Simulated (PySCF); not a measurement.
## Excitation energy of Ga⁺ by level of theory

Ga⁺ [Ar] 3d10 4s2 (1S) → Ga⁺ [Ar] 3d9 4s2 4p1 (high-spin determinant), as a difference of total energies. Computed with PySCF 2.14 in dyall-av2z, with the non-relativistic Hamiltonian (point nucleus). The calculations carry no spin-orbit coupling.

```
 method  excitation energy (cm⁻¹)
    UHF                    159910
    LDA                    179680
   PBE0                    172400
 r2SCAN                    172210
  HSE06                    172140
  B97-3                    174050
wB97X-V                    173250
```

Q: Estimate what BP86 gives.

A: 175220 cm⁻¹, closest to B97-3 among the rows shown.

Q: Estimate what PBE gives.

A: 175070 cm⁻¹, closest to B97-3 among the rows shown.

A first-order spin-orbit estimate (lowest level to lowest level, LS coupling) adds -0.120 eV.

The upper state lies above the first ionisation limit, where it may autoionise and the basis confines it.

The determinant of the upper state mixes LS terms, which raises its energy above the lowest term, most at the Hartree-Fock and MP2 levels.
